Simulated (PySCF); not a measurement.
# LaF: from constants to spectrum

RHF-CCSD(T) constants of LaF, singlet, about 0.1 electrons in the 4f shell (Mulliken) (La x2c-TZVPPall, F x2c-TZVPPall; spin-free X2C with a Gaussian nucleus (PySCF 2.14); masses 138.9063 and 18.9984 u):

| Quantity | Value |
| --- | --- |
| ωe | 574.4 cm⁻¹ |
| ωexe | 1.98 cm⁻¹ |
| Be | 0.23962 cm⁻¹ |
| αe | 0.00113 cm⁻¹ |
| D (centrifugal) | 1.67e-07 cm⁻¹ |
| De to La (5d1 6s2) + F | 6.66 eV |

**Question.** Give the vibrational terms G(v) and spacings up to v = 6.

**Answer.** G(v) = ωe(v+½) − ωexe(v+½)².

```csv
v,G(v) (cm⁻¹),G(v) − G(v−1),Bv (cm⁻¹)
0,287,,0.2391
1,857,570,0.2379
2,1424,566,0.2368
3,1986,563,0.2357
4,2545,559,0.2345
5,3099,555,0.2334
6,3650,551,0.2323
```

**Question.** How well does the Morse estimate ωe²/(4ωexe) reproduce De, and what is D0?

**Answer.** It gives 5.16 eV, 78 % of the computed De. D0 = De − G(0) = 6.66 − 0.04 = 6.62 eV.

Correlated steps freeze 19 core orbitals. Spin–orbit coupling is left out, which matters for elements this heavy, above all for dissociation energies. Where the molecule has an RHF reference, its open-shell atoms are computed with UHF.
